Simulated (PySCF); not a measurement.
Electronic structure of Sb⁺ (antimony, charge +1) at the UHF level

Configuration: [Kr] 4d10 5s2 5p2, high-spin 3P determinant. Computed with PySCF 2.14 in cc-pVTZ-PP with ECP28MDF, with a scalar-relativistic core potential.

| Item | Value |
| --- | --- |
| Total energy | -238.961838 hartree |
| One-electron energy | -412.4559 hartree |
| Hartree (Coulomb) energy | 191.7120 hartree |
| Exchange energy | -18.2179 hartree |
| ⟨S²⟩ | 2.0099 |
| ⟨L²⟩ | 2.027 |
| Sum of ⟨r⟩ | 26.94 bohr |
| Sum of ⟨r²⟩ | 46.31 bohr² |
| Traceless quadrupole moment −½Σ⟨3z² − r²⟩ along its main axis | 3.36 e·bohr² |
| Time after the integrals | 0.11 s of wall time on 1 thread of Neoverse-V2 (shared host) |

```tsv
shell	electrons	mean orbital energy (eV)	spread (eV)	rms radius, mean of both spins (bohr)
4s α	1	-186.27	0	0.849
4s β	1	-185.99	0	0.849
4p α	3	-133.66	0.152	0.917
4p β	3	-133.37	0.602	0.917
4d α	5	-52.762	0.412	1.10
4d β	5	-52.499	0.675	1.10
5s α	1	-26.723	0	2.36
5s β	1	-22.314	0	2.36
5p α	2	-16.392	0	2.87
```

Energies and moments cover only the electrons outside the core potential.
